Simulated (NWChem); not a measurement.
A series in which one site is exchanged, each optimised at PBE0/def2-SVP with NWChem, gas phase unless a solvent is named. This build's default masses of Se (78.918 u) and Br (79.917 u) are each other's, which moves their modes by up to 0.6 %. Some are not confirmed as minima by frequencies. def2 effective core potentials on Ba; no spin-orbit coupling.

A: [Cl][Ba][Br] (BaBrCl; site = Ba)
B: [Br][Be][Cl] (BeBrCl; site = Be)
C: [Cl][Mg][Br] (MgBrCl; site = Mg)
D: Br[Se]Cl (SeBrCl; site = Se)

Values for A:

| Property | Result |
|---|---|
| orbital gap (eV), PBE0/def2-SVP | 5.01 |
| vertical ionisation energy, ΔSCF, CAM-B3LYP/def2-SVP (eV) | 9.38 |
| static polarisability, CAM-B3LYP/def2-SVPD (bohr³) | 77.6 |
| lowest singlet excitation, CAM-B3LYP/def2-SVPD, TDA (eV) | 4.49 |

How do these values change for the other members?


```json
[
 {"change from A": "orbital gap (eV), PBE0/def2-SVP", "B": "+3.62", "C": "+1.61", "D": "-0.98"},
 {"change from A": "vertical ionisation energy, ΔSCF, CAM-B3LYP/def2-SVP (eV)", "B": "+2.15", "C": "+1.78", "D": "-0.10"},
 {"change from A": "static polarisability, CAM-B3LYP/def2-SVPD (bohr³)", "B": "-28.9", "C": "-20.5", "D": "-11.7"},
 {"change from A": "lowest singlet excitation, CAM-B3LYP/def2-SVPD, TDA (eV)", "B": "+2.63", "C": "+0.99", "D": "-1.95"}
]
```
